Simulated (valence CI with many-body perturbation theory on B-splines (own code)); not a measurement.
# Energy levels of Sm31+

Method: relativistic CI+MBPT: three valence electrons over a frozen Dirac-Fock core [Ar] 3d10, a basis of 11 s, 11 p, 10 d, 8 f, 5 g, 2 h functions for each j, with the one-electron correlation potential Σ1, the two-electron term Σ2, the three-electron term Σ3, Breit, model QED; selected CI, second order for the rest, scaled by the run's own slope (own B-spline code, finite nucleus).

The last digits are not significant, and no measured levels were compared; by estimate large intervals hold to a few tenths of a per cent, small ones and those within an open d or f shell to about a per cent.

Levels 1 to 45 of 178, with energies above the lowest level, (4s^2 4p1/2) J=1/2. "Leading %" is the weight of the configuration and term that name the level; weights of strongly mixed levels are sums over their largest components and can fall short. In the jj column 3d3/2^4 stands for four electrons in 3d with j = 3/2. Lifetimes count E1, E2, E3, M1 and M2 decay at the calculated energies, and are blank where another channel may lead or the interval is too uncertain; long ones can be off by a factor of two.

| No. | Configuration | Term | J | E (eV) | Leading % | Lifetime | Leading jj | Second component |
| --- | --- | --- | --- | --- | --- | --- | --- | --- |
| 1 | 4s2.4p | 2P° | 1/2 | 0.00 | 99 |  | 4s^2 4p1/2 (99 %) |  |
| 2 | 4s2.4p | 2P° | 3/2 | 37.68 | 99 | 3.91 μs | 4s^2 4p3/2 (99 %) |  |
| 3 | 4s.4p2 | 4P | 1/2 | 67.52 | 68 | 87.2 ps | 4s 4p1/2^2 (93 %) | 23 % 4s.4p2 2S |
| 4 | 4s.4p2 | 4P | 3/2 | 96.42 | 94 | 720 ps | 4s 4p1/2 4p3/2 (98 %) | 5 % 4s.4p2 2D |
| 5 | 4s.4p2 | 2D | 5/2 | 102.42 | 50 | 153 ps | 4s 4p1/2 4p3/2 (96 %) | 49 % 4s.4p2 4P |
| 6 | 4s.4p2 | 2D | 3/2 | 111.44 | 71 | 9.87 ps | 4s 4p1/2 4p3/2 (92 %) | 23 % 4s.4p2 2P |
| 7 | 4s.4p2 | 2P | 1/2 | 114.63 | 71 | 4.25 ps | 4s 4p1/2 4p3/2 (91 %) | 21 % 4s.4p2 4P |
| 8 | 4s.4p2 | 4P | 5/2 | 137.14 | 50 | 85.2 ps | 4s 4p3/2^2 (92 %) | 44 % 4s.4p2 2D |
| 9 | 4s.4p2 | 2P | 3/2 | 150.98 | 54 | 3.02 ps | 4s 4p3/2^2 (57 %) | 35 % 4s2.4d 2D |
| 10 | 4s.4p2 | 2S | 1/2 | 152.38 | 69 | 6.24 ps | 4s 4p3/2^2 (96 %) | 19 % 4s.4p2 2P |
| 11 | 4s2.4d | 2D | 3/2 | 160.13 | 60 | 2.21 ps | 4s^2 4d3/2 (60 %) | 20 % 4s.4p2 2P |
| 12 | 4s2.4d | 2D | 5/2 | 165.37 | 91 | 3.45 ps | 4s^2 4d5/2 (91 %) | 6 % 4s.4p2 2D |
| 13 | 4p3 | 2P° | 3/2 | 180.85 | 42 | 7.92 ps | 4p1/2^2 4p3/2 (93 %) | 28 % 4p3 2D° |
| 14 | 4s.4p.4d | 4F° | 3/2 | 208.66 | 68 | 22.8 ps | 4s 4p1/2 4d3/2 (85 %) | 13 % 4s.4p.4d 2D° |
| 15 | 4p3 | 2D° | 5/2 | 210.58 | 43 | 42.7 ps | 4s 4p1/2 4d3/2 (51 %) | 23 % 4s.4p.4d 2D° |
| 16 | 4p3 | 4S° | 3/2 | 212.80 | 44 | 5.42 ps | 4p1/2 4p3/2^2 (74 %) | 30 % 4p3 2D° |
| 17 | 4s.4p.4d | 4F° | 5/2 | 216.64 | 52 | 10.5 ps | 4p1/2 4p3/2^2 (32 %) | 32 % 4p3 2D° |
| 18 | 4p3 | 2P° | 1/2 | 223.05 | 67 | 3.93 ps | 4p1/2 4p3/2^2 (67 %) | 19 % 4s.4p.4d 4D° |
| 19 | 4s.4p.4d | 4D° | 3/2 | 223.56 | 48 | 2.39 ps | 4s 4p1/2 4d3/2 (69 %) | 29 % 4s.4p.4d 4P° |
| 20 | 4s.4p.4d | 4D° | 1/2 | 223.61 | 50 | 2.22 ps | 4s 4p1/2 4d3/2 (68 %) | 26 % 4p3 2P° |
| 21 | 4s.4p.4d | 4P° | 5/2 | 224.46 | 50 | 4.24 ps | 4s 4p1/2 4d5/2 (89 %) | 24 % 4s.4p.4d 4D° |
| 22 | 4s.4p.4d | 4F° | 7/2 | 225.20 | 62 | 10.6 ps | 4s 4p1/2 4d5/2 (88 %) | 20 % 4s.4p.4d 4D° |
| 23 | 4s.4p.4d | 2F° | 5/2 | 234.57 | 72 | 4.98 ps | 4s 4p1/2 4d5/2 (70 %) | 10 % 4p3 2D° |
| 24 | 4s.4p.4d | 2D° | 3/2 | 238.20 | 42 | 2.38 ps | 4s 4p1/2 4d5/2 (56 %) | 36 % 4s.4p.4d 2P° |
| 25 | 4p3 | 2P° | 3/2 | 251.23 | 27 | 4.44 ps | 4p3/2^3 (50 %) | 14 % 4s.4p.4d 2P° |
| 26 | 4s.4p.4d | 4F° | 9/2 | 253.05 | 100 | 5.11 μs | 4s 4p3/2 4d5/2 (100 %) |  |
| 27 | 4s.4p.4d | 4D° | 5/2 | 253.33 | 56 | 2.40 ps | 4s 4p3/2 4d3/2 (91 %) | 15 % 4s.4p.4d 4F° |
| 28 | 4s.4p.4d | 4P° | 1/2 | 253.42 | 88 | 2.92 ps | 4s 4p3/2 4d3/2 (98 %) | 11 % 4s.4p.4d 4D° |
| 29 | 4s.4p.4d | 4D° | 7/2 | 254.53 | 54 | 2.82 ps | 4s 4p3/2 4d3/2 (62 %) | 32 % 4s.4p.4d 4F° |
| 30 | 4s.4p.4d | 4P° | 3/2 | 254.86 | 44 | 3.09 ps | 4s 4p3/2 4d3/2 (60 %) | 30 % 4s.4p.4d 4D° |
| 31 | 4s.4p.4d | 2D° | 5/2 | 262.11 | 48 | 4.75 ps | 4s 4p3/2 4d5/2 (97 %) | 36 % 4s.4p.4d 4P° |
| 32 | 4s.4p.4d | 2D° | 3/2 | 262.35 | 65 | 2.19 ps | 4s 4p3/2 4d3/2 (55 %) | 15 % 4s.4p.4d 4P° |
| 33 | 4s.4p.4d | 2F° | 5/2 | 266.79 | 66 | 2.37 ps | 4s 4p3/2 4d3/2 (75 %) | 18 % 4s2.4f 2F° |
| 34 | 4s.4p.4d | 2F° | 7/2 | 268.75 | 94 | 4.16 ps | 4s 4p3/2 4d5/2 (74 %) |  |
| 35 | 4s.4p.4d | 2F° | 7/2 | 269.73 | 58 | 4.11 ps | 4s 4p3/2 4d5/2 (75 %) | 21 % 4s.4p.4d 4D° |
| 36 | 4s.4p.4d | 2P° | 1/2 | 271.27 | 79 | 1.77 ps | 4s 4p3/2 4d3/2 (81 %) | 17 % 4s.4p.4d 4D° |
| 37 | 4s.4p.4d | 2P° | 1/2 | 277.16 | 91 | 2.84 ps | 4s 4p3/2 4d5/2 (82 %) | 5 % 4p3 2P° |
| 38 | 4s.4p.4d | 2P° | 3/2 | 279.98 | 84 | 2.38 ps | 4s 4p3/2 4d5/2 (94 %) | 5 % 4s.4p.4d 4D° |
| 39 | 4s.4p.4d | 2D° | 5/2 | 280.77 | 74 | 1.73 ps | 4s 4p3/2 4d5/2 (78 %) | 11 % 4s.4p.4d 2F° |
| 40 | 4s.4p.4d | 2D° | 3/2 | 281.11 | 38 | 1.55 ps | 4s 4p3/2 4d3/2 (36 %) | 27 % 4s.4p.4d 2P° |
| 41 | 4p2.4d | 4F | 3/2 | 290.70 | 42 | 11.7 ps | 4p1/2^2 4d3/2 (96 %) | 24 % 4p2.4d 2D |
| 42 | 4s2.4f | 2F° | 5/2 | 293.80 | 74 | 1.95 ps | 4s^2 4f5/2 (74 %) | 22 % 4s.4p.4d 2F° |
| 43 | 4s2.4f | 2F° | 7/2 | 294.34 | 80 | 2.38 ps | 4s^2 4f7/2 (80 %) | 17 % 4s.4p.4d 2F° |
| 44 | 4p2.4d | 4F | 5/2 | 301.73 | 25 | 7.18 ps | 4p1/2^2 4d5/2 (90 %) | 25 % 4p2.4d 4D |
| 45 | 4p2.4d | 2F | 5/2 | 320.50 | 53 | 12.0 ps | 4p1/2 4p3/2 4d3/2 (91 %) | 38 % 4p2.4d 4F |

Where two levels of one J and parity lie close, their mixing, g and order are uncertain.

The ionisation energy to 4s2 1S_0 of the next ion comes out as 1227.8 eV (NIST: 1226 ± 4 eV (theoretical)). All 178 levels together are meant to be complete up to 502.20 eV.
